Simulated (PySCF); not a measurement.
# Excitation energy of As⁺ by level of theory

As⁺ [Ar] 3d10 4s2 4p2 (3P) → As⁺ [Ar] 3d10 4s2 4p1 4d1 (high-spin determinant), as a difference of total energies. Calculation: PySCF 2.14, in aug-cc-pVDZ-DK (6s5p3d, 36 functions); scalar relativity by spin-free X2C-1e. Correlated levels: valence: [Ar] 3d10 frozen. The calculations carry no spin-orbit coupling.

```tsv
method	excitation energy (eV)
UHF	11.813
LDA	11.088
PBE	10.911
PBE0	11.218
r2SCAN	11.415
B3LYP	11.123
B2PLYP	11.347
wB97X-V	11.545
TPSSh	11.192
MP2 (valence)	11.729
SCS-MP2 (valence)	11.673
```

Problem. How much does correlation contribute at MP2 (valence)?

Solution. 11.729 − (11.813) = -0.084 eV, measured against UHF.

A first-order spin-orbit estimate (lowest level to lowest level, LS coupling) adds 0.046 eV.

The promoted electron is Rydberg-like, and one or two diffuse shells describe it only roughly, which tends to raise the upper state.

The determinant of the upper state mixes LS terms, which raises its energy above the lowest term, most at the Hartree-Fock and MP2 levels.
